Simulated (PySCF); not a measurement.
## How methods differ on the excitation energy of Be

Be [He] 2s2 (1S) → Be [He] 2p2 (3P), as a difference of total energies. All numbers are calculated (PySCF 2.14, the non-relativistic Hamiltonian (point nucleus), in aug-cc-pCVTZ). Correlated levels: valence: 1s2 frozen. The calculations carry no spin-orbit coupling.

```csv
method,excitation energy (eV)
UHF,6.445
MP2 (valence),7.063
SCS-MP2 (valence),7.329
CCSD (valence),7.443
```

Problem. How much does correlation contribute at MP2 (valence)?

Solution. 7.063 − (6.445) = 0.618 eV, measured against UHF.

Errors of the correlated levels include the incompleteness of this basis and the frozen core.

With two correlated electrons CCSD is exact in that space.

For comparison: 7.401 eV (measured; NIST levels, between the centres of gravity of the two terms).
